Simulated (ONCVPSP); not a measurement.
# Before and after: ONCV potential for B (Z = 5)

* Element: B (Z = 5)
* Generator: ONCVPSP 4.0.1
* Type: optimised norm-conserving Vanderbilt (ONCV)
* Functional: LDA (Perdew-Wang 92)
* Relativity: scalar-relativistic
* Frozen core: [He]
* Valence charge: 3
* Reference configuration: 2s1 2p2
* Partial waves: 2s: rc 1.40 bohr, ncon 4, nbas 8, qcut 4.8 1/bohr, 2 projectors, debl 3 Ha; 2p: rc 2.50 bohr, ncon 3, nbas 6, qcut 6.9 1/bohr, 2 projectors, debl 3.7 Ha
* Local potential: polynomial inside 1.20 bohr (lpopt 1, dvloc0 0 Ha)
* Core correction: Teter function, fcfact 2.25, rcfact 1.7

All-electron outer shells of the reference configuration (LDA (PZ), scalar-relativistic, ld1.x):

```csv
shell,level (eV),outermost node (bohr),outermost maximum (bohr)
1s,-179.68,–,0.21
2s,-9.85,0.46,1.52
2p,-4.15,–,1.53
```

Change: p: qcut 9.5.

Cutoffs: the cutoffs (Ha) at which the residual kinetic energy of the hardest occupied pseudo-wave falls to 1 and 0.1 mHa per electron; they do not see the model core or the augmentation charge, which bear on the density cutoff. Errors are all-electron minus pseudo energies relative to the spin-unpolarised reference configuration.

Task: Predict the effect on cutoff, ghosts and configuration errors.

Result: The potential gets neither clearly harder nor softer (11 Ha and 45 Ha → 11 Ha and 45 Ha); of the 4 tests that both files solve, the error grows in 1 and shrinks in 0 by more than 15 % and 0.3 meV (median size 37.1 → 33.0 meV); the range in which the p phases agree widens (upper end 0.9 → at the end of the scan); neither file shows a bound ghost.

| quantity | base | changed |
| --- | --- | --- |
| cutoff, loose | 11 Ha | 11 Ha |
| cutoff, tight | 45 Ha | 45 Ha |
| loose cutoff by channel | s 11 Ha, p 10.0 Ha | s 11 Ha, p 10 Ha |
| bound ghosts | none | none |
| GHOST(+) flags under 300 eV | none | none |
| error for 2s2 2p1, meV [ΔE -5.68 eV] | 0.0 | +0.7 |
| error for 2s2 2p0, meV [ΔE 2.64 eV] | +59 | +53 |
| error for 2s1 2p0, meV [ΔE 27.93 eV] | +167 | +145 |
| error for 2s1 2p1, meV [ΔE 8.59 eV] | +15 | +13 |
| s: phases at 1.42 bohr within 0.05 rad from the reference energy up to (Ha; the scan ends near 5) | to the end of the scan | to the end of the scan |
| p: phases at 2.53 bohr within 0.05 rad from the reference energy up to (Ha; the scan ends near 5) | 0.9 | to the end of the scan |
| rms error of d²Exc/dni dnj with the model core, mHa | 0.73 | 0.70 |
